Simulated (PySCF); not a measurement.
Species: C5H10OSi2.
Structure used (PBE0-D3(BJ)/def2-SVP), in Å, numbered top down from 1:
```
atom  x, y, z in Å
C1    -3.082   -0.244   -0.205
O2    -2.028    0.681   -0.146
C3    -0.758    0.222   -0.110
C4    -0.394   -1.080   -0.122
Si5    1.363   -1.678   -0.077
C6     2.561   -0.238   -0.020
C7     2.206    1.060   -0.006
Si8    0.443    1.683   -0.042
H9    -4.011    0.339   -0.228
H10   -3.022   -0.867   -1.114
H11   -3.090   -0.906    0.678
H12   -1.174   -1.851   -0.162
H13    1.596   -2.559    1.114
H14    1.666   -2.524   -1.277
H15    3.634   -0.481    0.005
H16    3.002    1.819    0.030
H17    0.216    2.556   -1.235
H18    0.147    2.500    1.175
```

Mayer bond orders were computed from the PBE0/pcSseg-1 density (PySCF). One conformer (not necessarily the lowest) at the PBE0-D3(BJ)/def2-SVP geometry, without solvent, vibrations or thermal averaging.

Task: The orders 0.92, 1.01, 1.76, 1.94 belong to the bonds O2–C3, C3–C4, C4–Si5, C6–C7, in another order. Match them.

Result: C4–Si5 0.92; O2–C3 1.01; C3–C4 1.76; C6–C7 1.94.

Task: Set the orders of all bonds between heavy atoms beside their lengths and the difference of the Mulliken charges at their ends.

Result: 
| bond | Mayer order | length (Å) | q(first) − q(second) (e) |
| --- | --- | --- | --- |
| C6–C7 | 1.939 | 1.346 | +0.012 |
| C3–C4 | 1.761 | 1.352 | +0.448 |
| O2–C3 | 1.007 | 1.351 | -0.434 |
| C4–Si5 | 0.919 | 1.857 | -1.215 |
| C7–Si8 | 0.903 | 1.870 | -1.141 |
| C1–O2 | 0.901 | 1.404 | +0.417 |
| Si5–C6 | 0.897 | 1.874 | +1.131 |
| Si8–C3 | 0.870 | 1.893 | +0.765 |

For a closed shell the Mayer order of atoms A and B is Σ (PS)μν (PS)νμ over the basis functions μ on A and ν on B, with P the density and S the overlap matrix.

The run behind these numbers computed NMR shieldings as well. The run took 37 s (with the writing of density and orbital grids) on an Arm Neoverse V2 with one thread, shared host with 96 logical CPUs at a one-minute load of 42, and the process peaked at 1.2 GiB of memory.
